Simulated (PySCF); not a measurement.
C2H6F2Si. Atoms are numbered in the order given.

```xyz
11

C      1.9491    -0.5559    -0.6547
Si     0.3839     0.3486    -0.2009
F      0.5547     0.9602     1.3042
C     -1.0794    -0.8452    -0.1862
F     -2.2684    -0.1525     0.0004
H      2.8195     0.1162    -0.5939
H      1.8946    -0.9469    -1.6839
H      2.1271    -1.4033     0.0267
H      0.0924     1.4870    -1.1105
H     -1.1348    -1.4021    -1.1410
H     -0.9690    -1.5950     0.6190
```

Geometry optimised at ωB97X-D3(BJ)/def2-SVP. The structure was generated by enumeration; whether it is a known compound was not checked. Other conformers were not sampled.

These are PBE/pcSseg-1 (PySCF) values and carry that method's errors.

GIAO shieldings, no solvent; atoms listed in one row are averaged. δ = σ(ref) − σ: ¹³C against TMS (σ = 182.0 ppm); ²⁹Si against TMS (σ = 335.4 ppm); ¹⁹F against CFCl3 (σ = 133.6 ppm); ¹H against TMS (σ = 31.49 ppm), references at their B3LYP-D3(BJ)/def2-TZVP geometries, non-relativistic.

Task: Estimate the chemical shifts. (Estimate from the structure and the level; the computed values follow.)

Result: 
```csv
nucleus,atoms,count,δ (ppm)
¹³C,C4,1,85.1
¹³C,C1,1,-2.3
²⁹Si,Si2,1,24.5
¹⁹F,F3,1,-233.4
¹⁹F,F5,1,-327.1
¹H,H9,1,5.76
¹H,H11,1,5.07
¹H,H10,1,4.65
¹H,"H6, H7, H8",3,0.49
```
